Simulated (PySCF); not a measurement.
How the method changes the constants of GeB⁺

State: ³Π (triplet), unpaired electrons σ ↑, π ↑. Set-up: basis Ge jorge-DZP-DKH, B jorge-DZP-DKH; spin-free X2C with a Gaussian nucleus; PySCF 2.14. De refers to Ge⁺ + B in their high-spin ground configurations, without counterpoise correction. The functionals are run spin-unrestricted. A positive dipole points towards B; it is taken about the centre of mass and depends on that origin. Levels whose curve was spin-contaminated or gave no clean fit are not listed.

| Level | Re (Å) | ωe (cm⁻¹) | De (eV) | μ (D) |
| --- | --- | --- | --- | --- |
| UHF-CCSD | 2.184 | 435 | 1.83 | n/a |
| UHF-CCSD(T) | 2.178 | 453 | 1.92 | n/a |
| LDA | 2.159 | 480 | 3.11 | 1.76 |
| PBE | 2.194 | 450 | 2.67 | 1.75 |
| r²SCAN | 2.156 | 483 | 2.68 | 2.01 |
| M06-L | 2.154 | 499 | 2.61 | 1.80 |
| PBE0 | 2.163 | 470 | 2.44 | 1.89 |
| MN15 | 2.180 | 435 | 2.43 | 2.18 |
| CAM-B3LYP | 2.150 | 473 | 2.19 | 1.89 |

Task: Which functional lies closest to UHF-CCSD(T) in De, which farthest, and by how much do they differ from it?

Result: Closest is CAM-B3LYP (-2.8 pm in Re, +4.4 % in ωe, +0.27 eV in De against UHF-CCSD(T) in the same basis), farthest LDA (-1.9 pm in Re, +6.0 % in ωe, +1.19 eV in De). CCSD(T) converges more slowly with the basis than the functionals do and binds too weakly in this one, so the order can change at the basis-set limit.

Task: What does the step from GGA to meta-GGA do here, going from PBE to r²SCAN?

Result: r²SCAN less PBE: -3.8 pm in Re, +7.3 % in ωe, +0.01 eV in De. 

Task: What does the triples do here, going from UHF-CCSD to UHF-CCSD(T)?

Result: UHF-CCSD(T) less UHF-CCSD: -0.6 pm in Re, +4.1 % in ωe, +0.09 eV in De. Correlation nearly always deepens the well. The bond shortens, as in weak, metallic or heavy-atom bonds, where dispersion and the correlation of outer-core electrons pull the atoms together.

Correlated steps freeze 10 core orbitals. Correlated levels converge slowly with the basis: in double zeta they bind strong bonds too weakly, by up to about 1 eV, and carry superposition errors of some tenths. Spin–orbit coupling is left out. For an ion De counts to the pair picked by the measured ionisation energies or electron affinities, which need not be the lowest pair at this level. The state was picked by a PBE0 search and need not be the measured ground state.

The whole job (state search and all levels along the bond) took about 3.3 min on 1 thread of Oxide Virtual Turin-like (shared host), peak memory 0.8 GiB.
